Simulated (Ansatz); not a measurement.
```yaml
crystal:
  periodic: [false, false, false]
  atoms:
    - {symbol: Al, position_ang: [1.970111, 0.462965, -1.617236]}
    - {symbol: Al, position_ang: [-0.785795, -0.168672, -1.399365]}
    - {symbol: Al, position_ang: [0.722212, 0.286492, 0.953403]}
    - {symbol: Al, position_ang: [-1.965313, 0.586060, 1.013752]}
    - {symbol: Te, position_ang: [-1.732590, -1.533740, 2.607694]}
    - {symbol: Te, position_ang: [1.175436, -1.929744, -0.810730]}
    - {symbol: Te, position_ang: [0.302991, 1.235853, -3.369651]}
    - {symbol: Te, position_ang: [2.899704, 1.768062, 0.330151]}
    - {symbol: Te, position_ang: [-3.314547, -0.242133, -1.143879]}
    - {symbol: Te, position_ang: [0.727790, -0.465144, 3.435861]}
basis:
  gaussian: {orbitals: def2-TZVPD, initial_orbitals: start.molden}
total_charge: -1
magnetization: {spin_polarized: true, initial_magnetization: 1}
hamiltonian: {xc: pbe0, dispersion: d4}
scf: {omitted_lower_state_checks: [starts]}
output: {orbitals: {seedname: orbitals}}
```

The file start.molden holds the orbitals of an earlier run on this structure, at another level or in another basis.

```sh
$ ansatz run in.yaml --threads 4 --pin off --events-out ev --progress --plain --max-ram 6963MiB
```

Task: Does this run fit into the memory that it is given?

Result: No. It has 526 basis functions, and Ansatz plans for 13 GiB where 7 GiB are given.
